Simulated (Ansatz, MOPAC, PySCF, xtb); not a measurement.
Dimer: C2H2 (SMILES C#C) (first 4 atoms) with GeH4 (SMILES [GeH4]); geometry from B3LYP-D3(BJ)/def2-TZVP.
(charge 0, multiplicity 1):
```xyz
9

C      0.059     0.530    -0.263
C     -0.109    -0.654    -0.226
H      0.208     1.582    -0.293
H     -0.258    -1.706    -0.190
Ge     0.021     0.050     3.490
H     -0.755    -1.185     3.011
H      0.003     0.092     5.028
H     -0.643     1.321     2.943
H      1.474    -0.029     3.003
```

Counterpoise-corrected where a basis set is named; no monomer relaxation.

Rows in 6-31G* carry no dispersion term and start afresh at each structure (6-31G* with six Cartesian d functions); the Pople sets are all-electron and without relativity. The state reached by PM7 isn't checked; PM7 holds dispersion and hydrogen-bond terms.

Programs: Ansatz (Gaussian orbitals); MOPAC for PM7 (differences of heats of formation); PySCF for 6-31G* rows; xtb for the GFN methods. 

Task: One of these levels gives -1.78 kcal/mol for the interaction energy. Which one is it?
A) GFN1-xTB
B) HF/6-31G*
C) PM7
D) SVWN5/def2-TZVPPD

Result: D, SVWN5/def2-TZVPPD. The others give -1.20 (PM7), -4.86 (GFN1-xTB), 0.72 (HF/6-31G*)

Ansatz is an electronic-structure program.
